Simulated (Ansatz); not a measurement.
Consider the ligand exchange at the Si–C bond: `N=C([SiH3])S` + `O[Si](F)(Cl)O[SiH3]` → `F[Si](Cl)(O[SiH3])O[SiH3]` + `N=CS`.

Calculated with Ansatz (gas phase, PBE0-D4/def2-TZVP geometries, no zero-point term in ΔE). CBS: MP2 limit from def2 TZ/QZ plus the TZ coupled-cluster correction, frozen cores. This one scheme is used for every species. Functionals use def2-TZVPP. Each species was taken in one conformer, which may not be the lowest.

CCSD(T)/CBS gives -114.7 kJ/mol.

(1) Another level gave -111.6 kJ/mol. Which?
A. CCSD/def2-TZVPP
B. MP2/def2-TZVPP
C. PBE/def2-TZVPP
D. r2SCAN/def2-TZVPP

Largest T1 diagnostic among the species: 0.014.

## Answers

(1) D. r2SCAN -111.6, CCSD/def2-TZVPP -120.7, PBE -98.8, MP2/def2-TZVPP -116.6 kJ/mol.

In def2-TZVPP, CCSD(T) changes the Hartree–Fock value by +28.3 kJ/mol (the triples alone add +5.4 kJ/mol) and MP2 by +27.0 kJ/mol. From PBE to PBE0 (25 % exact exchange), in def2-TZVPP and without D4, ΔE moves by −9.4 kJ/mol.
